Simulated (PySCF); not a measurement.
Stretching AsP⁺

Set-up: PySCF, spin-free X2C with a Gaussian nucleus, basis sets As x2c-SVPall, P x2c-SVPall. Energies in eV from As⁺ + P in their ground configurations at the same level. State: ²Π (doublet), unpaired electrons π ↑.

All columns are r²SCAN0. A positive dipole points towards P; it is taken about the centre of mass and depends on that origin.

```json
{"R (Å)": "1.793", "E (eV)": "-2.245", "μ (D)": "1.12", "Mulliken charge on As (basis-dependent)": "0.55", "HOMO (eV)": "-15.27", "LUMO (eV)": "-13.08", "Mayer bond order": "2.42", "⟨S²⟩": "0.75"}
{"R (Å)": "1.877", "E (eV)": "-3.144", "μ (D)": "1.13", "Mulliken charge on As (basis-dependent)": "0.54", "HOMO (eV)": "-15.27", "LUMO (eV)": "-12.75", "Mayer bond order": "2.42", "⟨S²⟩": "0.75"}
{"R (Å)": "1.960", "E (eV)": "-3.627", "μ (D)": "1.14", "Mulliken charge on As (basis-dependent)": "0.54", "HOMO (eV)": "-15.04", "LUMO (eV)": "-12.45", "Mayer bond order": "2.43", "⟨S²⟩": "0.75"}
{"R (Å)": "2.022", "E (eV)": "-3.788", "μ (D)": "1.16", "Mulliken charge on As (basis-dependent)": "0.54", "HOMO (eV)": "-14.80", "LUMO (eV)": "-12.24", "Mayer bond order": "2.44", "⟨S²⟩": "0.75"}
{"R (Å)": "2.085", "E (eV)": "-3.819", "μ (D)": "1.18", "Mulliken charge on As (basis-dependent)": "0.54", "HOMO (eV)": "-14.57", "LUMO (eV)": "-12.05", "Mayer bond order": "2.44", "⟨S²⟩": "0.75"}
{"R (Å)": "2.147", "E (eV)": "-3.751", "μ (D)": "1.20", "Mulliken charge on As (basis-dependent)": "0.54", "HOMO (eV)": "-14.36", "LUMO (eV)": "-11.88", "Mayer bond order": "2.44", "⟨S²⟩": "0.77"}
{"R (Å)": "2.231", "E (eV)": "-3.545", "μ (D)": "1.25", "Mulliken charge on As (basis-dependent)": "0.54", "HOMO (eV)": "-14.11", "LUMO (eV)": "-11.66", "Mayer bond order": "2.46", "⟨S²⟩": "0.75"}
{"R (Å)": "2.335", "E (eV)": "-3.166", "μ (D)": "1.31", "Mulliken charge on As (basis-dependent)": "0.54", "HOMO (eV)": "-13.81", "LUMO (eV)": "-11.41", "Mayer bond order": "2.47", "⟨S²⟩": "0.75"}
{"R (Å)": "2.460", "E (eV)": "-2.610", "μ (D)": "1.39", "Mulliken charge on As (basis-dependent)": "0.54", "HOMO (eV)": "-13.51", "LUMO (eV)": "-11.16", "Mayer bond order": "2.48", "⟨S²⟩": "0.75"}
{"R (Å)": "2.627", "E (eV)": "-1.805", "μ (D)": "1.48", "Mulliken charge on As (basis-dependent)": "0.55", "HOMO (eV)": "-13.16", "LUMO (eV)": "-11.17", "Mayer bond order": "2.48", "⟨S²⟩": "0.75"}
```

A fit through these points gives, at Re = 2.071 Å, μ = 1.17 D and dμ/dR = 0.222 D/Å; the reduced mass is 21.91 u.

Q: How strong is the fundamental in the double-harmonic approximation, I = 42.26·(dμ/dR)²/μred km/mol?

A: I = 42.26·(0.222)²/21.91 = 0.0951 km/mol at r²SCAN0.

Spin–orbit coupling is left out. For an ion De counts to the pair picked by the measured ionisation energies or electron affinities, which need not be the lowest pair at this level. The state was picked by a PBE0 search and need not be the measured ground state.
